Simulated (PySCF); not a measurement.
# A small calculation by hand: dipole moment from atomic charges

Ta(O)(OH)2(NH2) (H₄NO₃Ta), SMILES [NH2][Ta](=[O])([OH])[OH], multiplicity 1. Atoms are numbered in the order given.

```xyz
9

Ta     0.0186    -0.0255     0.0000
O     -0.0811    -1.7572     0.0000
O      0.9259     0.6216     1.5693
H      1.2576     0.2168     2.3779
O      0.9259     0.6216    -1.5693
H      1.2576     0.2168    -2.3779
N     -1.8804     0.5758     0.0000
H     -2.6924    -0.0372     0.0000
H     -2.1823     1.5490     0.0000
```
Charge 0, spin multiplicity 1.

Geometry optimised at B3LYP-D3(BJ)/def2-SVP. The spin state was assumed, not searched. The def2 effective core potentials stand for the cores of Ta; spin–orbit coupling is left out. Other conformers were not sampled.

Charges (e) from PBE/def2-TZVP (PySCF):

```
atom  Mulliken  ESP fit
----  --------  -------
Ta1      1.296    1.478
O2      -0.483   -0.598
O3      -0.628   -0.701
H4       0.330    0.405
O5      -0.628   -0.701
H6       0.330    0.405
N7      -0.707   -1.101
H8       0.252    0.399
H9       0.237    0.416
```

The dipole moment of the full density is 1.61 D.

Q: What dipole moment does each set of point charges give, and which comes closer to that of the density?

A: 
μ = Σ q r, and 1 e Å = 4.8032 D.
Mulliken: Σ q r = (-0.136, 0.129, 0.000) e Å, |μ| = 0.90 D.
ESP fit: Σ q r = (-0.115, 0.313, 0.000) e Å, |μ| = 1.60 D.
ESP fit comes closer in size. Point charges leave out the atoms' own dipoles (lone pairs, polarised bonds); fits to the potential absorb them, partitions of the density don't.
